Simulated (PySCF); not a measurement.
A calculated (UHF, PySCF 2.14, cc-pVDZ, the non-relativistic Hamiltonian (point nucleus)) atom or ion has these occupied shells.

| shell | electrons | orbital energy (eV) | rms radius, mean of both spins (bohr) |
| --- | --- | --- | --- |
| 1s α | 1 | -5500.0 | 0.0776 |
| 1s β | 1 | -5500.0 | 0.0776 |
| 2s α | 1 | -666.96 | 0.335 |
| 2s β | 1 | -665.22 | 0.335 |
| 2p α | 3 | -562.25 | 0.304 |
| 2p β | 3 | -560.49 | 0.304 |
| 3s α | 1 | -105.83 | 1.03 |
| 3s β | 1 | -99.974 | 1.03 |
| 3p α | 3 | -75.013 | 1.11 |
| 3p β | 3 | -67.822 | 1.11 |
| 3d α | 3 | -30.552 | 1.43 |

Task: Name the element and its charge.

Result: V²⁺ (vanadium, charge +2), in [Ar] 3d3, high-spin 4F determinant.
